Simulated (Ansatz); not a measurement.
Reaction (formal exchange of groups at the Al–O bond): `CC(O)[O][AlH2]` + `C=CC` → `C=[C](C)[AlH2]` + `CC(O)O`

Calculated with Ansatz (gas phase, PBE0-D4/def2-TZVP geometries, no zero-point term in ΔE). CBS: MP2 limit from def2 TZ/QZ plus the TZ coupled-cluster correction, frozen cores. DFT in def2-TZVPP. HSE06 is defined as in plane-wave codes. One conformer a species, not always the lowest.

```
             level  ΔE (kJ/mol)  difference from CCSD(T)/CBS
         r2SCAN-D4        135.9                          1.7
           PBE0-D4        127.0                         -7.2
          HSE06-D4        126.5                         -7.7
          BHLYP-D4        140.3                          6.1
            B2PLYP        138.2                          4.0
               PBE        125.7                         -8.5
            revPBE        124.0                        -10.2
           r2SCANh        135.5                          1.3
             HSE06        126.7                         -7.5
RPA@PBE/def2-TZVPP        131.2                         -3.0
      MP2/def2-SVP        139.6                          5.4
  CCSD(T)/def2-SVP        139.2                          5.0
SCS-MP2/def2-TZVPP        137.2                          3.0
CCSD(T)/def2-TZVPP        134.1                         -0.1
     HF/def2-QZVPP        144.2                         10.0
    CCSD/CBS(def2)        136.0                          1.8
       CCSD(T)/CBS        134.2                            0
```

Largest T1 diagnostic among the species: 0.012.

Leaving LDA and LC-ωPBE aside and taking each functional with its dispersion term where it has one, the values, not all of them listed here, spread over 16.5 kJ/mol, from revPBE-D4 to CAM-B3LYP-D4. From BLYP to BHLYP (50 % exact exchange), in def2-TZVPP and without D4, ΔE moves by +4.6 kJ/mol. At CCSD(T), def2-SVP lies +5.0 kJ/mol from the extrapolated value and def2-TZVPP −0.1 kJ/mol.
